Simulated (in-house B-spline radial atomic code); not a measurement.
The outermost shell (largest non-relativistic mean radius) with and without relativity; Dirac values are averaged over j. Computed with an all-electron radial atomic-structure program (B-spline basis): non-relativistic Hartree-Fock and Dirac-Hartree-Fock, averages of the configuration (point nuclei without relativity, finite nuclei with it).

```
 ion      configuration  outermost shell  radius non-relativistic (bohr)  radius Dirac (bohr)  radius change (%)  level non-relativistic (eV)  level Dirac (eV)  spin-orbit splitting (eV)
Ag2+           [Kr] 4d9               4d                           1.287               1.2974            0.81033                      -36.680            -36.11                     0.6753
Cd2+          [Kr] 4d10               4d                          1.2309               1.2405            0.78125                      -38.677           -38.068                    0.80101
In2+      [Kr] 4d10 5s1               5s                          2.5123               2.4198            -3.6847                      -25.657           -26.755                          -
Sn2+      [Kr] 4d10 5s2               5s                          2.3674               2.2828             -3.572                      -27.651           -28.791                          -
Sb2+  [Kr] 4d10 5s2 5p1               5p                           2.559               2.5312            -1.0872                      -24.102            -24.23                    0.81526
Te2+  [Kr] 4d10 5s2 5p2               5p                          2.3927               2.3664            -1.0992                      -26.419           -26.567                     1.0462
 I2+  [Kr] 4d10 5s2 5p3               5p                          2.2511               2.2259            -1.1199                      -28.759           -28.928                     1.3082
Xe2+  [Kr] 4d10 5s2 5p4               5p                          2.1285               2.1041            -1.1469                      -31.127           -31.321                     1.6035
Cs2+  [Kr] 4d10 5s2 5p5               5p                           2.021               1.9971            -1.1785                      -33.530           -33.753                     1.9342
Ba2+  [Kr] 4d10 5s2 5p6               5p                          1.9262               1.9028            -1.2135                      -35.971           -36.227                      2.303
```
